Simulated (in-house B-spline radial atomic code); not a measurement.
The numbers below are computed, except where a source is named.
## Making a Troullier-Martins p channel for Sn, r_c = 0.7 bohr

Sn, [Kr] 4d10 5s2 5p2, non-relativistic LDA (VWN5), spherical and spin-unpolarised, from a B-spline radial code for spherical atoms (atomic units). The all-electron 4p level is ε = -3.211999 hartree, its outermost node lies just inside 0.42 bohr and its outer maximum at 0.80 bohr.

Inside r_c the pseudo-orbital is u(r) = r^2 exp(p(r)), with p = c0 + c2 r² + c4 r⁴ + … + c12 r¹². The seven coefficients follow from p and its first four derivatives at r_c, from zero curvature of the screened potential at the origin, c4 = −c2²/(2l + 5), and from the norm inside r_c. At r_c the all-electron orbital has P = 1.151667, P' = 1.336073, the screened potential V = -12.341, V' = 38.50363, V'' = -151.7414, and the norm inside is Q = 0.2500471.

Q: What are p, p' and p'' at r_c?

A: p = ln(P/r_c^2) = ln(1.151667/0.49) = 0.85456. p' = P'/P − 2/r_c = 1.16012 − 2.85714 = -1.69702. The radial equation gives p'' = 2(V − ε) − 2(2) p'/r_c − p'² = -18.25800 − (-9.69727) − 2.87988 = -11.44062. Differentiating, p''' = 2V' + 2(2)p'/r_c² − 2(2)p''/r_c − 2p'p'' = 89.699, and p'''' = 2V'' − 4(2)p'/r_c³ + 4(2)p''/r_c² − 2(2)p'''/r_c − 2p''² − 2p'p''' = -920.59.

For a trial c2 the five matching conditions are linear in c0, c6, c8, c10 and c12, and c2 is varied until the norm inside r_c equals Q. The root nearest zero gives:

| n | c_n |
| --- | --- |
| 0 | 2.184548 |
| 2 | -7.835875 |
| 4 | -8.771563 |
| 6 | 195.7834 |
| 8 | -617.564 |
| 10 | 790.7825 |
| 12 | -372.3922 |

Q: Check c4 and p(r_c), and find the screened pseudopotential at the origin.

A: −c2²/7 = -8.77156, as listed. The terms c_n r_c^n are 2.18455, -3.83958, -2.10605, 23.03372, -35.60133, 22.33765, -5.15439, which sum to 0.85456. Inverting the radial equation, V_l(r) = ε + 2 p'/r + (p'' + p'²)/2, so V_l(0) = ε + (2l + 3) c2 = -3.211999 + 5 × (-7.83588) = -42.3914 hartree, finite where the all-electron potential diverges.

Orbitals and screened potentials:

```csv
r (bohr),P,u,V all-electron,V pseudo
0.07,0.4402,0.0419,-526.3,-42.26
0.175,-0.377,0.2134,-148.6,-38.12
0.28,-0.6458,0.3843,-69.89,-23.85
0.385,-0.1704,0.5033,-40.09,-6.188
0.49,0.4508,0.6623,-25.57,1.333
0.595,0.9116,0.9262,-17.4,-7.889
0.7,1.152,1.152,-12.34,-12.34
```

Logarithmic derivatives P'/P at R = 1.0 bohr, for energies E around ε:

| E − ε (hartree) | all-electron | pseudo |
| --- | --- | --- |
| -0.5 | -0.606981 | -0.608939 |
| -0.25 | -0.866798 | -0.86735 |
| -0.1 | -1.03261 | -1.0327 |
| 0 | -1.14768 | -1.14768 |
| 0.1 | -1.26664 | -1.26674 |
| 0.25 | -1.45287 | -1.45358 |
| 0.5 | -1.7863 | -1.78958 |

Q: With P(R) = 1.063266 and a norm of 0.6612308 inside R, what slope in energy does norm conservation fix?

A: d(P'/P)/dE = −2 × (norm inside R)/P(R)² = -1.1698 per hartree·bohr at E = ε, for both atoms, since orbital and norm agree at R. Differences over ±0.1 hartree give -1.1701 (all-electron) and -1.1702 (pseudo), which also hold third-order terms. Half a hartree below ε the two curves differ by -0.0020.
